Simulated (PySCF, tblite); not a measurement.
Compound: C4H3ClO2Si.
SMILES: `O=C1C=C(Cl)C(=O)[SiH2]1`

Computed with wB97X-D/def2-SVPD in PySCF (dipole) on a GFN2-xTB geometry, gas phase.

Masses are those of the commonest isotopes; rigid-rotor values at the optimised geometry. 

Q: Give the principal moments of inertia and the rotational constants in MHz.

A: Ia = 212.82, Ib = 453.71, Ic = 658.73 u·Å²; 505379 MHz·u·Å²/I gives A = 2375, B = 1114, C = 767.2 MHz.

Q: What kind of rotor is it?

A: An asymmetric top; Ray's κ = -0.569.

Q: What does the inertial defect say?

A: Not planar: Δ = Ic − Ia − Ib = -7.80 u·Å². For a rigid frame Δ = −2 Σ m c², so Σ m c² = 3.90 u·Å² lies off the ab plane: 3.07 from hydrogen and 0.83 from heavier atoms. The atom farthest from that plane is 1.41 Å away.

Q: Give the other two planar moments, Paa and Pbb, and the rms extents of the mass along the axes.

A: Paa = Σ m a² = (Ib + Ic − Ia)/2 = 449.81 and Pbb = Σ m b² = (Ia + Ic − Ib)/2 = 208.92 u·Å². With the mass M = 145.96 u, the rms extents √(P/M) along a, b and c are 1.76, 1.20, 0.16 Å.

Q: Where do the levels up to J = 2 lie, in MHz?

A: Above 0(0,0):
J = 1: 1(0,1) 1881, 1(1,1) 3142, 1(1,0) 3489
J = 2: 2(0,2) 5581, 2(1,2) 6557, 2(1,1) 7597, 2(2,1) 11380, 2(2,0) 11442
The levels of one J sum to (2J + 1)J(J + 1)(A + B + C)/3.

Q: Which types of transition are allowed, and where do some lines up to J = 3 fall?

A: The dipole components are |μa| = 0.35 D, |μb| = 0.12 D, |μc| = 0.42 D. Intensities carry the squares of the components, which stand as 0.70 : 0.09 : 1.00 (a : b : c). Some lines, for components of 0.1 D or more:

```csv
type,branch,"J(Ka,Kc)",MHz,lower level (cm⁻¹)
a,Q,"1(1,0) ← 1(1,1)",347,0.105
c,Q,"2(1,2) ← 2(0,2)",976,0.186
b,R,"2(0,2) ← 1(1,1)",2439,0.105
b,Q,"3(1,2) ← 3(0,3)",2730,0.367
c,Q,"3(2,2) ← 3(1,2)",3305,0.458
c,R,"1(1,0) ← 0(0,0)",3489,0.000
b,Q,"3(2,1) ← 3(1,2)",3604,0.458
a,R,"2(0,2) ← 1(0,1)",3700,0.063
c,Q,"2(2,1) ← 2(1,1)",3782,0.253
a,R,"2(1,1) ← 1(1,0)",4109,0.116
b,R,"3(0,3) ← 2(1,2)",4430,0.219
b,Q,"2(2,1) ← 2(1,2)",4822,0.219
a,R,"3(0,3) ← 2(0,2)",5407,0.186
c,R,"2(1,1) ← 1(0,1)",5716,0.063
a,R,"3(2,1) ← 2(2,0)",5880,0.382
c,Q,"3(3,1) ← 3(2,1)",6908,0.578
b,Q,"3(3,0) ← 3(2,1)",6915,0.578
b,R,"2(2,0) ← 1(1,1)",8300,0.105
c,R,"3(2,2) ← 2(1,2)",10466,0.219
b,R,"3(2,1) ← 2(1,2)",10764,0.219
c,R,"3(3,0) ← 2(2,0)",12795,0.382
b,R,"3(3,0) ← 2(2,1)",12857,0.380
```

Its lowest GFN2-xTB frequency is 6 cm⁻¹, too small to tell a flat minimum from a shallow saddle. No vibrational averaging or centrifugal distortion is included, and the geometry carries the error of its method. Quadrupole hyperfine structure (35Cl) is left out.
